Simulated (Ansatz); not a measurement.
CH8B2N2 (`BNBNC`). Charge 0, multiplicity 1.

```
atom   x (Å)   y (Å)   z (Å)
  B1  -1.708   0.732  -0.545
  N2  -1.310  -0.601  -0.376
  B3  -0.194  -1.201   0.331
  N4   1.034  -0.586   0.566
  C5   1.540   0.692   0.119
  H6  -1.039   1.625  -0.116
  H7  -2.742   0.962  -1.105
  H8  -1.984  -1.286  -0.690
  H9  -0.323  -2.326   0.730
 H10   1.691  -1.112   1.116
 H11   1.350   1.493   0.840
 H12   2.617   0.631  -0.048
 H13   1.069   0.977  -0.821
```

Task: What are the harmonic wavenumbers in cm⁻¹ at PBE0-D4/def2-TZVP (Ansatz, finite differences of forces, unscaled)? (Best estimate.)

Result: Ansatz gave: 97, 156, 230, 291, 333, 375, 608, 646, 845, 871, 915, 960, 999, 1021, 1123, 1144, 1189, 1221, 1317, 1404, 1450, 1482, 1484, 1496, 1562, 2574, 2593, 2659, 3038, 3100, 3142, 3598, 3652.

Task: Is this a minimum?

Result: Yes, all 33 modes are real.

Task: Give the ideal-gas thermochemistry at 298.15 K and 1 bar (rigid rotor, harmonic oscillator; point group C1, symmetry number 1).

Result: Zero-point energy 284.6 kJ/mol; H(298) − E = 304.3 kJ/mol; entropy 326.3 J/(mol·K), of which translation 161.8, rotation 107.5, vibration 57.0; G(298) − E = 207.0 kJ/mol. Modes under 100 cm⁻¹ are hindered rotations or soft bends, so the harmonic entropy is rough.

Task: And at 400, 500, 600, 800 and 1000 K?

Result: 
```json
{"T (K)": "400", "H − E (kJ/mol)": "316.2", "S (J/mol/K)": "360.4", "G − E (kJ/mol)": "172.0"}
{"T (K)": "500", "H − E (kJ/mol)": "330.3", "S (J/mol/K)": "391.9", "G − E (kJ/mol)": "134.4"}
{"T (K)": "600", "H − E (kJ/mol)": "346.6", "S (J/mol/K)": "421.5", "G − E (kJ/mol)": "93.7"}
{"T (K)": "800", "H − E (kJ/mol)": "384.4", "S (J/mol/K)": "475.6", "G − E (kJ/mol)": "3.9"}
{"T (K)": "1000", "H − E (kJ/mol)": "427.3", "S (J/mol/K)": "523.4", "G − E (kJ/mol)": "-96.1"}
```

Task: Rotational constants (cm⁻¹)?

Result: 0.2962, 0.1229, 0.08982.
